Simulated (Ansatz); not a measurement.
C$_{2}$H$_{9}$BGe, SMILES `B[CH2][GeH2][CH3]`, relaxed with RKS PBE0-D4/def2-TZVP in the Gaussian-basis code of Ansatz from a PBE-D4/def2-SVP geometry. The force threshold is 0.005 eV/Å; the program also tests the step.

Charge 0, multiplicity 1.

Start:

```xyz
13

B    -1.496    1.020   -0.639
C    -1.266    0.315    0.703
Ge    0.185   -0.996    0.196
C     1.876   -0.062   -0.158
H    -0.785    1.951   -0.984
H    -2.327    0.604   -1.429
H    -0.791    0.903    1.514
H    -2.088   -0.318    1.090
H    -0.247   -1.837   -1.037
H     0.326   -1.952    1.415
H     2.128    0.595    0.698
H     2.700   -0.787   -0.302
H     1.786    0.563   -1.067
```

```json
{"step": "1", "energy (eV)": "-59405.2901", "largest force (eV/Å)": "0.539", "largest move (Å)": "0.000"}
{"step": "2", "energy (eV)": "-59405.3292", "largest force (eV/Å)": "0.147", "largest move (Å)": "0.025"}
{"step": "3", "energy (eV)": "-59405.3312", "largest force (eV/Å)": "0.172", "largest move (Å)": "0.018"}
{"step": "4", "energy (eV)": "-59405.3326", "largest force (eV/Å)": "0.020", "largest move (Å)": "0.018"}
{"step": "5", "energy (eV)": "-59405.3326", "largest force (eV/Å)": "0.016", "largest move (Å)": "0.013"}
{"step": "6", "energy (eV)": "-59405.3328", "largest force (eV/Å)": "0.013", "largest move (Å)": "0.018"}
{"step": "7", "energy (eV)": "-59405.3331", "largest force (eV/Å)": "0.030", "largest move (Å)": "0.063"}
{"step": "8", "energy (eV)": "-59405.3333", "largest force (eV/Å)": "0.027", "largest move (Å)": "0.013"}
{"step": "9", "energy (eV)": "-59405.3338", "largest force (eV/Å)": "0.092", "largest move (Å)": "0.129"}
{"step": "10", "energy (eV)": "-59405.3346", "largest force (eV/Å)": "0.059", "largest move (Å)": "0.010"}
{"step": "11", "energy (eV)": "-59405.3354", "largest force (eV/Å)": "0.018", "largest move (Å)": "0.032"}
{"step": "13 (rejected)", "energy (eV)": "-59405.3256", "largest force (eV/Å)": "0.341", "largest move (Å)": "0.197"}
{"step": "15", "energy (eV)": "-59405.3377", "largest force (eV/Å)": "0.023", "largest move (Å)": "0.030"}
{"step": "17", "energy (eV)": "-59405.3399", "largest force (eV/Å)": "0.123", "largest move (Å)": "0.070"}
{"step": "19", "energy (eV)": "-59405.3421", "largest force (eV/Å)": "0.016", "largest move (Å)": "0.029"}
{"step": "21 (rejected)", "energy (eV)": "-59405.3394", "largest force (eV/Å)": "0.181", "largest move (Å)": "0.194"}
{"step": "23", "energy (eV)": "-59405.3438", "largest force (eV/Å)": "0.011", "largest move (Å)": "0.023"}
{"step": "25", "energy (eV)": "-59405.3449", "largest force (eV/Å)": "0.027", "largest move (Å)": "0.012"}
{"step": "27", "energy (eV)": "-59405.3452", "largest force (eV/Å)": "0.010", "largest move (Å)": "0.046"}
{"step": "29 (rejected)", "energy (eV)": "-59405.3450", "largest force (eV/Å)": "0.075", "largest move (Å)": "0.025"}
{"step": "30", "energy (eV)": "-59405.3453", "largest force (eV/Å)": "0.004", "largest move (Å)": "0.005"}
```

End:

```xyz
13

B    -1.775    0.742   -0.682
C    -1.109    0.544    0.671
Ge    0.185   -0.846    0.016
C     1.996   -0.132    0.121
H    -1.304    1.499   -1.486
H    -2.721    0.080   -1.004
H    -0.479    1.348    1.054
H    -1.688    0.073    1.464
H    -0.139   -1.224   -1.447
H     0.005   -2.110    0.876
H     2.247    0.109    1.154
H     2.716   -0.858   -0.258
H     2.067    0.776   -0.479
```

Hardware: 4 threads of an Arm Neoverse V2 on a shared host. Wall time 84 s, peak host memory 0.54 GiB.
